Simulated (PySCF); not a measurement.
**Dipole response of Ta³⁺ (tantalum, charge +3)**

[Xe] 4f14 5d2, high-spin 3F determinant. All numbers are calculated (PySCF 2.14, a scalar-relativistic core potential, in aug-cc-pwCVTZ-PP with ECP60MDF (8s8p7d4f3g, 122 functions)). Coupled (time-dependent) response in atomic units; α is the mean over directions.

| method | mean α (bohr³) | C₆ (like pair) | S(−4) |
| --- | --- | --- | --- |
| PBE0 | 7.208 | 32.62 | 22.19 |

S(−4) is the Cauchy moment in α(ω) = α(0) + S(−4) ω² + …

Spin-orbit coupling is absent.

α(iu) at PBE0:

| u (hartree) | α(iu) (bohr³) |
| --- | --- |
| 0 | 7.208 |
| 0.0500 | 7.153 |
| 0.100 | 6.998 |
| 0.200 | 6.490 |
| 0.300 | 5.891 |
| 0.500 | 4.816 |
| 0.750 | 3.823 |
| 1.00 | 3.102 |
| 1.50 | 2.134 |
| 2.00 | 1.532 |
| 3.00 | 0.8718 |
| 5.00 | 0.3752 |

For an ion, C₆ is the dispersion term alone; charge-induced terms of lower order in 1/R come first.

Energies and moments cover only the electrons outside the core potential. Spin-orbit coupling, absent here, splits the open shell strongly.
